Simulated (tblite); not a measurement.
Compound: C7H7F.
Atom-mapped SMILES: `[CH:1]#[C:2][CH2:3][C@@:4]([CH3:5])([F:6])[C:7]#[CH:8]` (hydrogens: H9 on C1; H10, H11 on C3; H12, H13, H14 on C5; H15 on C8)

The geometry is computed with GFN2-xTB (gas phase).

Question: List the bond lengths, angles and torsions at this level.

Answer: 
| bond | length (pm) | order |
| --- | --- | --- |
| C1≡C2 | 119.6 | triple |
| C2–C3 | 144.7 | single |
| C3–C4 | 154.1 | single |
| C4–C5 | 152.6 | single |
| C4–F6 | 140.0 | single |
| C4–C7 | 145.6 | single |
| C7≡C8 | 119.6 | triple |
| C1–H9 | 104.9 | single |
| C3–H10 | 109.4 | single |
| C3–H11 | 109.4 | single |
| C5–H12, C5–H13, C5–H14 | 108.7 | single |
| C8–H15 | 104.9 | single |

Bonds in one row agree within 1 pm and their mean is given. Orders are formal, as drawn. A selection of angles:
| angle | degrees |
| --- | --- |
| C2–C1–H9 | 179.0 |
| C1–C2–C3 | 178.8 |
| C2–C3–C4 | 111.6 |
| C2–C3–H10 | 109.7 |
| C2–C3–H11 | 109.7 |
| C4–C3–H10 | 108.4 |
| C4–C3–H11 | 108.8 |
| H10–C3–H11 | 108.4 |
| C3–C4–C5 | 112.5 |
| C3–C4–F6 | 106.6 |
| C3–C4–C7 | 110.6 |
| C5–C4–F6 | 107.9 |
| C5–C4–C7 | 110.7 |
| F6–C4–C7 | 108.4 |
| C4–C5–H12 | 109.9 |
| H12–C5–H13 | 108.9 |
| C4–C7–C8 | 178.2 |
| C7–C8–H15 | 178.9 |

Torsions: C2–C3–C4–C5 60° (synclinal).

Of the pairs four or more bonds apart, C2···H14 is among the closest relative to their van der Waals radii: 2.68 Å, 93 % of the sum of Bondi's values. The C–C distances run from 1.196 Å (C1≡C2, drawn triple) to 1.541 Å (C3–C4, drawn single), a spread of 0.345 Å.

Point group: C1 (no symmetry element, even within 0.4 Å). Its GFN2-xTB frequencies are all real (lowest 53 cm⁻¹). One conformer, not necessarily the lowest. 3 starts were optimised and ended at 0.00, 0.80 and 1.38 kcal/mol (GFN2-xTB); the lowest of these is shown.
